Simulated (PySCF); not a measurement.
Species: C2H8ClSi2 (charge -1, singlet). It need not be the lowest isomer of its formula. Whether it binds its extra electron was not tested at this geometry. 
Structure (B3LYP-D3(BJ)/def2-TZVP (Ansatz) minimum search):
```xyz
13

C     -1.7861     1.3056     0.4132
Si    -1.2816    -0.2264    -0.7050
C     -2.0936    -1.6522     0.3896
Si     0.8484    -0.5397     0.2880
Cl     2.3148     0.9468    -0.2554
H     -2.8403     1.5498     0.2380
H     -1.2028     2.1905     0.1413
H     -1.6600     1.1351     1.4893
H     -3.1786    -1.6318     0.2350
H     -1.9172    -1.5584     1.4686
H     -1.7489    -2.6426     0.0748
H      1.5581    -1.8133    -0.0747
H      0.9803    -0.5190     1.7919
```
Charge -1, spin multiplicity 1.

Dispersion corrections to the total energy (kcal/mol) from the dftd3 and dftd4 libraries through PySCF: D3(BJ) without and D4 with the three-body term, each with the damping fitted for the functional named.

| functional | D3(BJ) | D4 |
|---|---|---|
| BLYP | -18.35 | -19.63 |
| BP86 | -14.74 | -12.78 |
| PBE0 | -7.59 | [?] |
| TPSSh | -10.16 | -11.25 |
| PW6B95 | -5.13 | -7.45 |
| r2SCAN | -2.47 | [?] |
| B3LYP | [?] | -14.80 |

Problem. Complete the blanks.

Solution. 
- PBE0, D4: -7.90
- r2SCAN, D4: -2.34
- B3LYP, D3(BJ): -15.21
